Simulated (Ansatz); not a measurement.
Single points on Al5Sb4H16, a cluster cut from zinc blende AlSb (hydrogen-capped).

```yaml
crystal:
  periodic: [false, false, false]
  atoms:
    - {symbol: Sb, position_ang: [-1.480263, -1.474362, 1.162259]}
    - {symbol: Sb, position_ang: [1.703399, -1.694005, -1.428062]}
    - {symbol: Sb, position_ang: [-1.707388, 1.695302, -1.400961]}
    - {symbol: Sb, position_ang: [1.469523, 1.481262, 1.162424]}
    - {symbol: Al, position_ang: [-3.367944, -0.147949, -0.238672]}
    - {symbol: Al, position_ang: [-0.156321, -3.338629, -0.270447]}
    - {symbol: Al, position_ang: [-0.002832, 0.000728, 2.907507]}
    - {symbol: Al, position_ang: [3.344986, 0.161546, -0.259513]}
    - {symbol: Al, position_ang: [0.139734, 3.358758, -0.248888]}
    - {symbol: H, position_ang: [-2.445917, -2.459764, 2.196580]}
    - {symbol: H, position_ang: [0.914410, -0.900174, -2.733267]}
    - {symbol: H, position_ang: [2.689927, -2.679344, -2.441168]}
    - {symbol: H, position_ang: [-2.641811, 2.628380, -2.509406]}
    - {symbol: H, position_ang: [-0.857134, 0.840583, -2.629650]}
    - {symbol: H, position_ang: [2.444811, 2.456405, 2.197569]}
    - {symbol: H, position_ang: [-4.014813, -1.032611, -1.419776]}
    - {symbol: H, position_ang: [-4.324670, 0.720787, 0.724342]}
    - {symbol: H, position_ang: [-1.047197, -3.976521, -1.452300]}
    - {symbol: H, position_ang: [0.715966, -4.304331, 0.681870]}
    - {symbol: H, position_ang: [0.983424, -0.984425, 3.717026]}
    - {symbol: H, position_ang: [-0.987853, 0.983839, 3.721357]}
    - {symbol: H, position_ang: [4.304061, -0.713002, 0.697136]}
    - {symbol: H, position_ang: [3.990652, 1.055168, -1.435030]}
    - {symbol: H, position_ang: [-0.727138, 4.321403, 0.710147]}
    - {symbol: H, position_ang: [1.023187, 3.998556, -1.434877]}
basis:
  gaussian: {orbitals: def2-SVP, initial_orbitals: start.molden}
magnetization: {spin_polarized: true, initial_magnetization: 1}
hamiltonian: {xc: pbe, dispersion: d4}
scf: {omitted_lower_state_checks: [starts]}
output: {orbitals: {seedname: orbitals}}
```

The file start.molden holds the orbitals of an earlier run on this structure, at another level or in another basis.

```sh
$ ansatz run in.yaml --threads 4 --pin off --events-out ev --progress --plain --max-ram 6963MiB
```

It prints (some lines left out):

```
Functional definition: PBE
3157 factors; their error is unknown
mean field evaluation 1: about -59364.7487 eV, gradient 5.9e0 eV
mean field evaluation 2: about -59364.9874 eV, gradient 2.9e-1 eV
mean field evaluation 4: about -59364.9070 eV, gradient 2.1e-1 eV
mean field evaluation 8: about -59364.9089 eV, gradient 1.1e-1 eV
mean field evaluation 16: about -59364.9094 eV, gradient 2.5e-5 eV
mean field -59364.90935815 eV, -2181.6201799313 hartree, gradient 2.5e-6 eV, S^2 0.751368; 0 other end points of the search recorded, 0 dependent functions left out
reference -59364.90944411 eV, -2181.6201830900 hartree; 87, 86 occupied and 187, 188 virtual orbitals, 3157 factors
Total energy: -59366.13270887 eV, -2181.6651372410 hartree
Checks for a lower state left out: starts
```

Run time 58 s (4 threads of Arm Neoverse V2 on a shared host), peak host memory 1.7 GiB.

As the first input, with `gaussian: {orbitals: def2-SVP}`, `hamiltonian: {xc: pbe0, dispersion: d4}` (abridged; 90 s):

```
Functional definition: PBE0
mean field evaluation 16: about -59370.0023 eV, gradient 6.7e-2 eV
mean field evaluation 32: about -59370.0364 eV, gradient 1.4e-2 eV
mean field -59370.03645949 eV, -2181.8085974302 hartree, gradient 9.1e-6 eV, S^2 0.755462
Total energy: -59371.14609784 eV, -2181.8493758873 hartree
Checks for a lower state left out: starts
```

Geometry: PBE-D4/def2-SVP, that of the charge -1 singlet.

In the def2 sets Sb takes a core potential; there is no spin–orbit coupling. At PBE-D4/def2-SVP an occupied level lies above an empty one. At PBE-D4/def2-SVP the gap within one spin of the charge 0 doublet nearly closes, so an electron or hole may be smeared out by delocalisation error.
